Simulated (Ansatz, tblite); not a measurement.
Cost and result up the ladder for the cluster Rb₂H₂ (the lowest singlet isomer of a short search) (4 atoms). Charge 0, multiplicity 1. Geometry: r2SCAN-D4/def2-TZVP.

```xyz
4

Rb   -0.0551   -1.6905   -1.0069
Rb    0.0551    1.6904    1.0069
H     0.3092   -0.9086    1.5083
H    -0.3091    0.9086   -1.5083
```

Ansatz on 4 threads of Intel Xeon on a shared host; xTB runs through tblite on one thread. Times are rough, summed over both states, and most runs start from the orbitals of an earlier one. CCSD(T)/def2-TZVPP serves as the yardstick here, not as an exact answer. The other state is a triplet at its own geometry.

In the def2 sets Rb takes a core potential; there is no spin–orbit coupling. The xTB rows come from tblite. LC-ωPBE has ω = 0.4 bohr⁻¹. Correlated methods freeze no core orbitals; core or outer-core shells of Rb are correlated, in sets that lack core-valence functions. In the triplet geometry the species has come apart into loosely held pieces. In the triplet, H3 and H4 lie 0.74 Å apart (atoms count from 1), so H2 has formed as a molecule. The structure comes from a short search, and lower isomers may exist.

xTB has no spin-polarisation term.

| level | functions | wall time | triplet − singlet (eV) | difference from CCSD(T)/def2-TZVPP (eV) |
| --- | --- | --- | --- | --- |
| GFN2-xTB | 10 | 0.002 s | 4.41 | 4.41 |
| GFN1-xTB | 12 | 0.004 s | 5.85 | 5.85 |
| HF/def2-TZVP | 78 | 0.45 s | -0.62 | -0.62 |
| MP2/def2-TZVP | 78 | 0.55 s | -0.49 | -0.50 |
| BHLYP-D4/def2-TZVP | 78 | 1.7 s | 0.17 | 0.16 |
| PBE-D4/def2-TZVP | 78 | 1.7 s | 0.12 | 0.12 |
| LC-ωPBE/def2-TZVP | 78 | 1.9 s | 0.42 | 0.42 |
| RPA@PBE/def2-TZVP | 78 | 2.1 s | -0.66 | -0.67 |
| PBE0-D4/def2-TZVP (with forces) | 78 | 2.4 s | 0.11 | 0.10 |
| r2SCAN-D4/def2-TZVP | 78 | 2.6 s | 0.17 | 0.17 |
| B97M-V/def2-TZVP | 78 | 6.1 s | 0.58 | 0.58 |
| ωB97X-V/def2-TZVP | 78 | 6.1 s | 0.51 | 0.50 |
| CCSD(T)/def2-TZVPP | 108 | 8.6 s | 0.00 | 0.00 |
